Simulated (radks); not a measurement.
Problem. These are the eigenvalues of the occupied orbitals of an atom or ion with whole-number occupations (hartree). All-electron calculation, scalar-relativistic Kohn-Sham, LB94 model potential, spin-polarised, spherical densities, finite nucleus; Fermi nuclear charge, rms radius of each element as measured or else 0.836 A^(1/3) + 0.57 fm. Program: a radial shooting solver on a logarithmic mesh with Libxc functionals.

1s down: -2892.156
1s up: -2892.155
2s up: -510.0539
2s down: -510.0513
2p up: -442.6013
2p down: -442.5997
3s up: -121.2906
3s down: -121.2879
3p up: -101.6297
3p down: -101.6267
3d up: -80.23261
3d down: -80.22719
4s up: -27.28261
4s down: -27.27351
4p up: -20.86228
4p down: -20.85507
4d up: -13.03381
4d down: -13.02931
5s down: -5.37119
5s up: -5.36500
4f up: -4.32292
4f down: -4.32230
5p up: -3.64817
5p down: -3.64393
5d up: -1.73077
5d down: -1.70691

Which element is it, and in what charge state? The configuration may be excited. Open shells, if any, are filled with parallel spins first.

Solution. Z = 78, platinum, charge +3: Pt3+ in [Xe] 4f14 5d7. The list shows which subshells hold electrons but not how many an open one holds; the 1s level, -2892.2 hartree, gives Z - s = 76.1 by -(Z - s)^2/2, which with screening and relativity narrows Z to a few neighbours, and the depths of the outer levels then fix element, charge and occupations together.
